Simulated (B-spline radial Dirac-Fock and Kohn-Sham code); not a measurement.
**Isotope-shift constants of the inner levels of Nb**

System: neutral niobium, configuration [Kr] 4d4 5s1.

Input of the calculation (task.json; shells as n, l, electrons):

```json
{"items": [{
  "Z": 41,
  "q": 0,
  "cfg": [[1, 0, 2], [2, 0, 2], [2, 1, 6], [3, 0, 2], [3, 1, 6], [3, 2, 10], [4, 0, 2], [4, 1, 6], [4, 2, 4], [5, 0, 1]],
  "A": 93,
  "rrms": 4.324,
  "do": "isoshift",
  "isotopes": [[90, 89.911259201, 4.2891], [91, 90.906990256, 4.2878], [92, 91.90718858, 4.3026], [93, 92.90637317, 4.324], [99, 98.911609377, 4.4062], [101, 100.915306508, 4.4861], [103, 102.919453416, 4.5097]]
}]}
```

Command: `python xray2_run.py task.json out`

These are calculated numbers from a radial finite-basis atomic code; the model is first-order field-shift and mass-shift constants from Dirac-Fock ground and hole states with a Fermi nucleus; the mass shift has no relativistic recoil terms. A binding energy shifts by δE = F·δ⟨r²⟩ + (K_N + K_S)·δ(1/M); F is taken for a change of radius at fixed skin thickness and so holds the higher radial moments.

| level | F (meV/fm²) | K_N (meV u) | K_S (meV u) |
| --- | --- | --- | --- |
| K (1s) | -28.75 | -10450 | 4675 |
| L1 (2s) | -3.102 | -1489 | -188.4 |
| L2 (2p1/2) | 0.1828 | -1358 | 1732 |
| L3 (2p3/2) | 0.2184 | -1306 | 1594 |
| M1 (3s) | -0.5433 | -261.9 | -128.5 |
| M2 (3p1/2) | 0.04240 | -212.4 | 190.2 |
| M3 (3p3/2) | 0.04929 | -203.7 | 155.1 |
| M4 (3d3/2) | 0.04105 | -116.5 | 163.7 |
| M5 (3d5/2) | 0.04047 | -114.9 | 160.2 |

Line shifts in meV from A = 93 (mass 92.9064 u, rms radius 4.324 fm); radii from Angeli and Marinova (2013).

```
  A  mass (u)  radius (fm)     Kα1     Kα2     Kβ1    Lα1
 90   89.9113       4.2891       ?       ?       ?      ?
 91   90.9070       4.2878   +7.60   +7.57   +7.62   0.00
 92   91.9072       4.3026   +4.64   +4.62   +4.65   0.00
 99   98.9116       4.4062  -16.83  -16.75  -16.93  -0.03
101  100.9153       4.4861  -36.20  -36.07  -36.24  +0.05
103  102.9195       4.5097  -41.18  -41.03  -41.25  +0.04
```

Q: What are the shifts for A = 90?

A: Kα1 +6.54 meV (field +8.71, mass -2.17); Kα2 +6.49 meV (field +8.70, mass -2.20); Kβ1 +6.61 meV (field +8.66, mass -2.05); Lα1 +0.03 meV (field -0.05, mass +0.09).
